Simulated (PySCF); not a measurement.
## Correlation energy of Ge²⁺ (germanium, charge +2)

[Ar] 3d10 4s2, closed-shell 1S. Calculation: PySCF 2.14, in cc-pVTZ-PP with ECP10MDF; scalar relativity through the core potential. Frozen: 3s2 3p6 3d10; 2 electrons correlated.

Total MP2 correlation energy: -28.86 mhartree.

Same-spin part 0.00 and opposite-spin part -28.86 mhartree; SCS-MP2 scales them by 1/3 and 6/5 to -34.63 mhartree.

With two correlated electrons CCSD is exact within the correlated space (frozen core and kept virtual orbitals).

| level | correlation energy (mhartree) |
| --- | --- |
| CCSD | -39.91 |

Diagnostics: T1 = 0.0047, D1 = 0.0066, largest double amplitude 0.101.

Question: Is a single reference adequate?

Answer: Mostly. T1 lies below 0.03, but a double amplitude of this size points to a near-degeneracy that CCSD handles and MP2 describes poorly.
